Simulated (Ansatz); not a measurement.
```xyz
12

C    -0.1756    1.9250   -0.4505
O    -0.8406    0.6847   -0.4357
Si   -0.0895   -0.7789   -0.5682
C     0.9481   -1.1782    0.9334
O    -1.2796   -1.9148   -0.6130
H    -0.9260    2.7155   -0.5089
H     0.4117    2.0748    0.4625
H     0.4935    2.0180   -1.3134
H     1.7494   -0.4480    1.0632
H     0.3110   -1.1688    1.8232
H     1.3976   -2.1678    0.8341
H    -2.0001   -1.7615   -1.2267
```

Total charge 0; spin multiplicity 2.

Problem. List the B3LYP/def2-TZVPP orbital energies in eV (the Gaussian-basis code of Ansatz). (Estimate.)

Solution. Computed: α occupied: -1799.50, -520.52, -520.50, -278.18, -276.41, -143.87, -99.25, -99.19, -99.14, -27.88, -27.28, -19.25, -18.73, -14.98, -13.72, -12.51, -12.39, -11.32, -11.07, -10.54, -10.17, -9.45, -8.76, -8.22, -5.07. α empty: 0.63, 0.97, 1.28, 1.94, 2.45, 2.87, 3.00, 3.05. β occupied: -1799.41, -520.46, -520.43, -278.18, -276.35, -143.77, -99.13, -99.09, -99.02, -27.74, -27.14, -19.12, -18.68, -14.85, -13.62, -12.45, -12.34, -11.16, -11.03, -10.24, -9.94, -9.27, -8.54, -8.05. β empty: -1.96, 0.79, 1.06, 1.48, 2.04, 2.67, 2.91, 3.05. ⟨S²⟩ = 0.752.

B3LYP here is the variant with VWN-RPA as its local correlation; programs differ in this.
